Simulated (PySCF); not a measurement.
B3LYP has the VWN-RPA correlation part, as in Gaussian. Delta-SCF ions had no search for a lower state. Excitations are Tamm–Dancoff values on a coarser integration grid. The basis has no diffuse functions, so Rydberg states are missing or too high.

Cartesian coordinates (Å):
```xyz
16

O      3.9861    -0.2634    -0.0607
C      2.8131    -0.1620    -0.3272
Si     1.3941    -0.5934     0.9260
C      0.1715    -1.7445     0.0881
C     -0.9398    -1.0222    -0.1803
C     -0.9389     0.3885     0.2889
C     -2.1525     1.2365     0.0152
F     -2.0261     2.4822     0.4883
F     -2.3885     1.3221    -1.3081
F     -3.2509     0.6941     0.5742
C      0.1622     0.8275     0.9392
H      2.4839     0.1904    -1.3463
H      1.9772    -1.0055     2.2268
H      0.2768    -2.7861    -0.2203
H     -1.8126    -1.4147    -0.7114
H      0.2445     1.8506     1.3074
```
Charge 0, spin multiplicity 1.

Question: What vertical ionisation energy (Delta-SCF), dipole moment, total energy, HOMO, S1 excitation (TDA), T1 excitation (TDA), S1–T1 gap (TDA) and HOMO–LUMO gap does B3LYP-D3(BJ)/def2-TZVP // B3LYP-D3(BJ)/def2-SVP (PySCF) give?

Answer: 
| Item | Value |
|---|---|
| vertical ionisation energy (Delta-SCF) | 9.17 eV |
| dipole moment | 1.34 D |
| total energy | -896.1589 Ha |
| HOMO | -7.04 eV |
| S1 excitation (TDA) | 3.24 eV |
| T1 excitation (TDA) | 2.55 eV |
| S1–T1 gap (TDA) | 0.69 eV |
| HOMO–LUMO gap | 4.43 eV |
